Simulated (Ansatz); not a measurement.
Abridged output of a molecular run in Ansatz:

```
Functional definition: HF
1197 factors; integrals over basis functions are off by at most 1.1e-3 eV
mean field evaluation 1: about -19858.7876 eV, gradient 4.8e1 eV
mean field evaluation 2: about -19859.0521 eV, gradient 4.8e1 eV
mean field evaluation 4: about -19863.7866 eV, gradient 5.0e0 eV
mean field evaluation 8: about -19863.9106 eV, gradient 5.7e-1 eV
mean field evaluation 16: about -19863.9131 eV, gradient 2.8e-5 eV
mean field -19863.91310172 eV, -729.9853422445 hartree, gradient 2.7e-6 eV, S^2 0.000000; 0 other end points of the search recorded, 0 dependent functions left out; unrestricted orbitals would lower it
unrestricted determinant -19866.17183272 eV, -730.0683490775 hartree, S^2 0.9894
12 core orbitals not correlated: weight in the atoms' cores, before any rotation towards them, 1.000 or more for the frozen orbitals, at most 0.000 for the correlated occupied ones
reference -19863.91310172 eV, -729.9853422445 hartree; 12, 12 occupied and 178, 178 virtual orbitals, 1197 factors
second order -20.27108826 eV of doubles, -0.00000000 eV of singles
cycle   1  -19.95866985 eV  change   -6.1e-1 eV  update   1.7e-1
cycle   2  -20.65156395 eV  change   -6.9e-1 eV  update   7.6e-2
cycle   3  -20.69523151 eV  change   -4.4e-2 eV  update   7.6e-2
cycle   4  -20.82720045 eV  change   -1.3e-1 eV  update   4.0e-2
cycle   5  -21.01126586 eV  change   -1.8e-1 eV  update   4.2e-2
cycle   6  -20.96175301 eV  change    5.0e-2 eV  update   8.6e-3
cycle   7  -20.95772107 eV  change    4.0e-3 eV  update   5.7e-3
cycle   8  -20.96815649 eV  change   -1.0e-2 eV  update   2.3e-3
cycle   9  -20.96691257 eV  change    1.2e-3 eV  update   6.8e-4
cycle  10  -20.96657531 eV  change    3.4e-4 eV  update   2.2e-4
cycle  11  -20.96674339 eV  change   -1.7e-4 eV  update   9.5e-5
cycle  12  -20.96670972 eV  change    3.4e-5 eV  update   2.7e-5
cycle  13  -20.96671681 eV  change   -7.1e-6 eV  update   1.1e-5
cycle  14  -20.96672184 eV  change   -5.0e-6 eV  update   5.3e-6
perturbative correction -1.28636770 eV, -0.0472731410 hartree
WARN: these amplitudes may be one of several solutions (largest doubles amplitude 0.39, level shift 1.76 eV)
Total energy: -19886.16619126 eV, -730.8031282012 hartree
```

Its atoms:

Z-matrix (Å, degrees):
```
Si
O 1 1.590
O 1 1.631 2 117.9
H 1 1.481 2 113.5 3 125.7
Si 2 1.687 1 159.0 3 7.9
H 3 0.960 1 119.1 2 -44.4
H 5 1.506 2 105.0 1 36.3
H 5 1.501 2 104.1 1 145.4
```

Problem. Which basis set was used?
A. def2-TZVPP
B. def2-QZVPP
C. cc-pV(Q+d)Z
D. def2-SVPD

Solution. A. It gives 202 functions.

Problem. Write the keys of the input that set method, charge and spin (a neutral closed shell needs none for the last two).

Solution. 
```yaml
correlation: {method: ccsd_t}
```
